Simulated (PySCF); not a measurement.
All values below come from PBE-D3(BJ)/def2-TZVP // PBE0-D4/def2-TZVP (PySCF 2.14.0). Isolated molecules, 0 K electronic values unless said otherwise. 

Reference species (SMILES): `[F][Ga][F]` (neutral, multiplicity 2).

```
Property       Result
-------------  ------
dipole moment  2.18 D
```

Changed species: `[Cl][Ga][Cl]` (radical fragment; the reference has radical fragment).

Problem. What does the change do to the dipole moment?

Solution. the dipole moment decreases by 0.63 D, to 1.55 D.
